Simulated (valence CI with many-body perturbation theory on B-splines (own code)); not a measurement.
Values are calculated unless marked as measured or tabulated.
# Basis-set convergence for Cr3+

Level of theory: valence CI with perturbative core correlation (CI+MBPT): three valence electrons over a frozen Dirac-Fock core [Ar], radial functions for each j: 7 s, 7 p, 8 d, 6 f, 4 g, 1 h, with the one-electron correlation potential Σ1 (screened to all orders), the two-electron term Σ2, the three-electron term Σ3, Breit, model QED; selected single and double excitations, second order for the rest, scaled by the run's own slope (own B-spline code, finite nucleus).

Set against measurement, 32 paired levels are off by 950 cm⁻¹ on average, the worst by 1923. These come from a selection out of Sugar and Corliss, J. Phys. Chem. Ref. Data 6, 317 (1977). Levels without a partner in it may be off by more, other configurations by 1,000 to 8,000 cm⁻¹. Only levels of the ground parity were solved; by the run's estimate the other parity begins above the list, which can be wrong where configurations are misplaced.

The reference run has the lowest level 3d³ ⁴F_3/2 and an ionisation energy of 48.6867 eV. Its largest variational space holds 9557 state functions.

Names give the largest LS component (configuration and term), which can be under half, so a name can repeat, a term be missing and a line seem to break the LS rules; names also repeat where a configuration has a term twice.

Changed runs:
A. basis 6 s, 6 p, 5 d, 5 f, 1 g
B. basis 5 s, 5 p, 4 d, 4 f

Excitation energies of the reference run in cm⁻¹, and shifts in cm⁻¹:

```tsv
Level	Reference	A	B
3d³ ⁴F_5/2	234	-1.3	-1.3
3d³ ⁴F_7/2	549	-2.6	-2.6
3d³ ⁴F_9/2	935	-4.0	-3.7
3d³ ⁴P_1/2	14609	+185	+362
3d³ ⁴P_3/2	14725	+186	+365
3d³ ²G_7/2	14874	+143	+551
3d³ ⁴P_5/2	15016	+183	+359
3d³ ²G_9/2	15216	+142	+550
3d³ ²P_3/2	20040	+347	+809
3d³ ²P_1/2	20105	+369	+893
3d³ ²H_9/2	20405	+119	+721
3d³ ²H_11/2	20656	+118	+721
Ionisation energy (eV)	48.6867	-0.0638	-0.0803
```
